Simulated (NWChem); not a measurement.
System: SnNH$_{3}$, singlet; SMILES [NH2][SnH]

```xyz
5

Sn     0.0324    -0.3224     0.0000
H     -1.7563    -0.3692     0.0000
N      0.0139     1.7047     0.0000
H     -0.8176     2.2867     0.0000
H      0.8572     2.2698     0.0000
```
Atoms are numbered in this order, from 1.

All runs: NWChem. Low-valent species are run as closed-shell singlets; no triplet was tried in these runs. The geometry was optimised at PBE0/def2-SVP. def2 effective core potentials on Sn; no spin-orbit coupling.

Task: Taking PBE/def2-QZVP as the yardstick, which of these has the fewest basis functions while keeping “dipole (D)” within 0.2 D of it: PBE/def2-SVPD; PBE/def2-SVP; PBE/def2-TZVP; PBE/def2-TZVPP?

Result: PBE/def2-SVPD.
```
level           basis functions  dipole (D)  relative time (rough)
--------------  ---------------  ----------  ---------------------
PBE/def2-SVP                 55        1.42                      1
PBE/def2-SVPD                76        0.99                      2
PBE/def2-TZVP                99        1.11                      3
PBE/def2-TZVPP              123        1.08                      6
PBE/def2-QZVP               229        0.99                     20
```

The yardstick is one finite set, not the basis-set limit.
